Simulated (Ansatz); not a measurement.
Reaction (formal exchange of groups at the Si–Al bond): `[BH2][Al]([CH3])[SiH2]F` + `NCS` → `F[SiH2]CS` + `[BH2][Al]([CH3])[NH2]`

Isolated molecules relaxed with PBE0-D4/def2-TZVP in Ansatz; ΔE leaves out vibrations. CCSD(T)/CBS adds triple-zeta CCSD(T) − MP2 to the extrapolated MP2 energy (def2 sets, frozen cores). Functionals use def2-TZVPP. HSE06 is defined as in plane-wave codes. Each species was taken in one conformer, which may not be the lowest.

`[BH2][Al]([CH3])[SiH2]F`:

Cartesian coordinates in Å:
```
B -1.880 1.448 0.128
Al -0.101 0.308 0.163
C 1.508 0.721 1.208
Si -0.025 -1.744 -1.229
F -1.414 -1.949 -2.032
H -2.075 2.322 -0.670
H -2.795 1.246 0.879
H 1.715 -0.087 1.919
H 2.384 0.790 0.555
H 1.433 1.653 1.772
H 1.058 -1.719 -2.258
H 0.192 -2.989 -0.433
```

`NCS`:

Cartesian coordinates in Å:
```
N -0.234 0.900 0.657
C -0.380 -0.312 -0.114
S 0.461 -0.229 -1.715
H -0.777 0.844 1.511
H 0.734 1.050 0.914
H -1.436 -0.443 -0.363
H -0.047 -1.232 0.381
H 1.679 -0.577 -1.271
```

`F[SiH2]CS`:

Z-matrix (Å, degrees):
```
Si
C 1 1.863
F 1 1.604 2 108.0
H 1 1.480 2 110.7 3 118.2
H 1 1.485 2 111.5 3 -117.4
S 2 1.814 1 111.0 3 -56.0
H 2 1.094 1 108.7 3 -171.8
H 2 1.092 1 112.7 3 69.4
H 6 1.343 2 97.1 1 50.0
```

`[BH2][Al]([CH3])[NH2]`:

Cartesian coordinates in Å:
```
B 0.734 2.044 -0.087
Al -0.071 0.072 -0.147
C 0.312 -1.290 1.207
N -1.146 -0.375 -1.488
H 1.784 2.341 -0.590
H 0.195 2.957 0.478
H -0.200 -2.234 1.000
H 1.384 -1.501 1.268
H 0.003 -0.959 2.204
H -1.573 -1.282 -1.598
H -1.423 0.226 -2.247
```

(1) Is it downhill or uphill in electronic energy at CCSD(T)/CBS, and by how much? (An estimate is asked.)

(2) What do these levels give: revPBE-D4, HSE06-D4, BHLYP-D4, B2PLYP, PBE, BLYP, r2SCANh, LC-ωPBE, CCSD/def2-SVP, CCSD/def2-TZVPP, HF/def2-QZVPP, SCS-MP2/def2-QZVPP? (An estimate is asked.)

Largest T1 diagnostic among the species: 0.012.

Results:

(1) Computed: Downhill: ΔE = -183.8 kJ/mol.

(2) Computed: revPBE-D4 -155.5, HSE06-D4 -163.5, BHLYP-D4 -183.4, B2PLYP -182.8, PBE -154.5, BLYP -166.4, r2SCANh -178.8, LC-ωPBE -175.1, CCSD/def2-SVP -172.7, CCSD/def2-TZVPP -182.1, HF/def2-QZVPP -182.3, SCS-MP2/def2-QZVPP -192.1 kJ/mol.

Leaving LDA and LC-ωPBE aside and taking each functional with its dispersion term where it has one, the values, not all of them listed here, spread over 31.1 kJ/mol, from ωB97M-V to revPBE-D4. LDA lies −6.9 kJ/mol from PBE without D4. From BLYP to BHLYP (50 % exact exchange), in def2-TZVPP and without D4, ΔE moves by −14.9 kJ/mol.
